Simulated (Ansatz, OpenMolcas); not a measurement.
## GeSe (Germanium monoselenide): a line through the functionals

GeSe has 2 atoms, charge 0, and is taken as a singlet. SMILES: `[Ge-]#[Se+]`. The bond length is the measured one.

The electronic atomisation energy y, in eV, basis aug-cc-pVTZ; a is the functional's share of exact exchange. Programs: Ansatz 0.2.0, OpenMolcas 26.06.

| functional | program | a | y (eV) |
| --- | --- | --- | --- |
| TPSS | OpenMolcas | 0 | 5.31 |
| revPBE | Ansatz | 0 | 5.11 |
| B3LYP | Ansatz | 0.2 | 5.09 |
| PBE0 | Ansatz | 0.25 | 5.09 |
| r2SCAN0 | Ansatz | 0.25 | ? |
| BHLYP | Ansatz | 0.5 | 4.70 |

**Question.** Fit y = c + s·a to the known rows and predict r2SCAN0.

**Answer.** 
1. Means of the 5 rows: a = 0.1900, y = 5.060.
2. Σ(Δa)² = 0.172, Σ(Δa·Δy) = -0.1665, so the slope is -0.1665/0.172 = -0.96802.
3. Intercept: 5.060 − (-0.96802) × 0.1900 = 5.244. The largest residual of the fit is 0.13.
4. r2SCAN0: 5.244 + (-0.96802) × 0.25 = 5.00 eV.

The run gave 4.96 eV, so the prediction is off by +0.04 eV, within the scatter of the fit. The rows mix families of semi-local functionals, which the line can't see.
